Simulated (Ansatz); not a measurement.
Geometry optimisation, RKS PBE0/def2-SVP in Ansatz.

Input:

```yaml
crystal:
  periodic: [false, false, false]
  atoms:
    - { symbol: Ga, position_ang: [0.0, 0.0, 0.0] }
    - { symbol: H, position_ang: [1.0752, 0.0, 1.406] }
    - { symbol: O, position_ang: [1.9596, 0.0, 0.3462] }
    - { symbol: H, position_ang: [2.2595, -0.9519, 0.1913] }
    - { symbol: H, position_ang: [-1.3596, 0.0, -0.785] }
basis:
  gaussian: { orbitals: def2-SVP }
hamiltonian:
  xc: pbe0
relax:
  f_tol: 0.15
  max_steps: 25
  restrain:
    - { distance: [1, 2], at: 2.21, k: 30.0 }
    - { distance: [0, 1], at: 1.57, k: 30.0 }
    - { distance: [0, 2], at: 1.79, k: 30.0 }
```

Launched with:

```bash
$ ansatz run input.yaml --threads 1 --pin off --max-ram 2048MiB --backend cpu --events-out ev --progress --plain --runs-dir out
```

Question: Where does it end, and by what steps?

Answer: The forces met the threshold. The restraints hold the end off the free minimum. After 7 steps the energy has fallen by 3.017 eV (the restraints' own energy left out); O3 moved furthest, 0.82 Å.

```tsv
step	energy less start (eV)	largest force component (eV/Å)	accepted
0	0.0000	2.936	yes
1	-0.9318	2.096	yes
2	-1.8580	1.854	yes
3	-2.6457	1.684	yes
4	-2.8563	1.403	yes
5	-2.9552	1.692	yes
6	-2.9583	1.797	yes
7	-3.0169	1.527	yes
```

```xyz
5
Properties=species:S:1:pos:R:3
Ga 0.142 -0.054 0.188
H 0.712 -0.133 1.627
O 1.799 -0.415 -0.348
H 2.356 -0.531 0.426
H -1.075 0.181 -0.735
```

Run time: 12 s on 1 thread of Arm Neoverse V2, with other jobs on the host, peak memory 0.11 GiB.
